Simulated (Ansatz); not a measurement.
H₅BO₂SSi (SMILES OB(O)S[SiH3]), singlet, geometry from GFN2-xTB; CASSCF(2,2)/STO-3G in Ansatz (a quantum-chemistry and plane-wave program).

Input for Ansatz:
Ansatz 0.2 input:
```yaml
crystal:
  periodic: [false, false, false]
  atoms:
    - {symbol: Si, position_ang: [1.67269497, 0.78451139, -0.14608958]}
    - {symbol: S, position_ang: [0.48285251, -1.00592394, 0.00758457]}
    - {symbol: B, position_ang: [-1.12039453, -0.18005254, 0.08390684]}
    - {symbol: O, position_ang: [-2.30694642, -0.81324383, 0.19063381]}
    - {symbol: O, position_ang: [-1.08080351, 1.17310068, 0.02656708]}
    - {symbol: H, position_ang: [1.30461682, 1.48560677, -1.36764132]}
    - {symbol: H, position_ang: [1.47025754, 1.58337419, 1.05392801]}
    - {symbol: H, position_ang: [3.01078903, 0.21488651, -0.21462038]}
    - {symbol: H, position_ang: [-2.29571417, -1.76839440, 0.22842835]}
    - {symbol: H, position_ang: [-1.92934682, 1.61755850, 0.06666498]}
basis:
  gaussian:
    orbitals: STO-3G
hamiltonian:
  xc: hf
magnetization: {spin_polarized: false}
correlation: {active_space: {window: {electrons: 2, orbitals: 2}}}
```

Task: Write the output that Ansatz gives for this input, abridged.

Result: 
```
Functional definition: HF
479 factors; integrals over basis functions are off by at most 5.1e-5 eV
mean field evaluation 1: about -23233.0261 eV, gradient 2.7e1 eV
mean field evaluation 2: about -23233.1497 eV, gradient 2.8e1 eV
mean field evaluation 4: about -23235.8711 eV, gradient 1.3e0 eV
mean field evaluation 8: about -23235.8780 eV, gradient 3.0e-5 eV
mean field -23235.87796427 eV, -853.9027653430 hartree, gradient 1.4e-6 eV, S^2 0.000000; 0 other end points of the search recorded, 0 dependent functions left out
reference -23235.87796427 eV, -853.9027653430 hartree; 28, 28 occupied and 10, 10 virtual orbitals, 479 factors
state -23236.29868910 eV, -853.9182266955 hartree
2 active orbitals were swapped for others, from the solution at -23236.16265954 eV, -853.9132277013 hartree to that at -23236.29868910 eV, -853.9182266955 hartree; typed "places" are swapped only where nearly empty or full, and so, without "given_window_search", are "orbital_numbers", "shells" and a window whose orbitals a file names under [Active]
Total energy: -23236.29868910 eV, -853.9182266955 hartree
```
